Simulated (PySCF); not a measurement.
Species: C2H7FOSi2.
Numbering: `[OH:1][Si@@H:2]1[CH2:3][SiH2:4][C@@H:5]1[F:6]` (hydrogens: H7 on O1; H8 on Si2; H9, H10 on C3; H11, H12 on Si4; H13 on C5)

Method: PBE0-D3(BJ)/def2-SVP geometry optimisation, gas phase (PySCF).

Problem. What internal coordinates does the optimisation give?

Solution. 
```tsv
bond	length (pm)
O1–Si2	166.6
Si2–C3	188.7
C3–Si4	190.4
Si4–C5	192.9
C5–F6	138.8
Si2–C5	191.5
O1–H7	96.5
Si2–H8	149.3
C3–H9	110.0
C3–H10	110.3
Si4–H11	149.5
Si4–H12	149.2
C5–H13	110.6
```

A selection of angles:
```tsv
angle	degrees
Si2–O1–H7	112.1
O1–Si2–C3	111.7
O1–Si2–C5	104.6
O1–Si2–H8	110.9
C3–Si2–C5	90.2
C3–Si2–H8	117.4
C5–Si2–H8	120.2
Si2–C3–Si4	88.1
Si2–C3–H9	116.7
Si2–C3–H10	112.8
Si4–C3–H9	116.9
Si4–C3–H10	112.7
H9–C3–H10	108.6
C3–Si4–C5	89.2
C3–Si4–H11	116.7
C3–Si4–H12	112.2
C5–Si4–H11	116.6
C5–Si4–H12	110.6
H11–Si4–H12	110.1
Si4–C5–F6	118.3
Si4–C5–H13	111.5
F6–C5–H13	109.4
Si2–C5–Si4	86.6
Si2–C5–F6	114.6
Si2–C5–H13	115.1
```

Dihedral angles: O1–Si2–C3–Si4 -87° (synclinal); Si2–C3–Si4–C5 -18° (synperiplanar); C3–Si4–C5–F6 134° (anticlinal); O1–Si2–C5–Si4 94° (anticlinal); H7–O1–Si2–C3 115° (anticlinal).

Si4 (SiH2 silicon) has angles from 89.2° to 116.7°. Of the pairs four or more bonds apart, F6···H7 is among the closest relative to their van der Waals radii: 2.43 Å, 91 % of the sum of Bondi's values. The 4-membered ring Si2–C3–Si4–C5 has internal angles of 86.6° to 90.2° (sum 354°, against 360° for a flat polygon); it is puckered, 0.15 Å rms from its mean plane, widest ring torsion 18°. The 4 C–Si bonds span 1.887 Å (Si2–C3, drawn single) to 1.929 Å (Si4–C5, drawn single), a spread of 0.042 Å. Si2 (oxygen-bound silicon) has angles from 90.2° to 120.2°. O1 (silanol oxygen) is bent (angle 112.1°).

Point group: C1 (no symmetry element, even within 0.4 Å). Stationary, but not proved a minimum. One conformer, not necessarily the lowest (H–O1–Si2–C3 115°, O1–Si2–C3–Si4 -87°, Si2–C3–Si4–C5 -18°, C3–Si4–C5–F6 134°, O1–Si2–C5–Si4 94°).
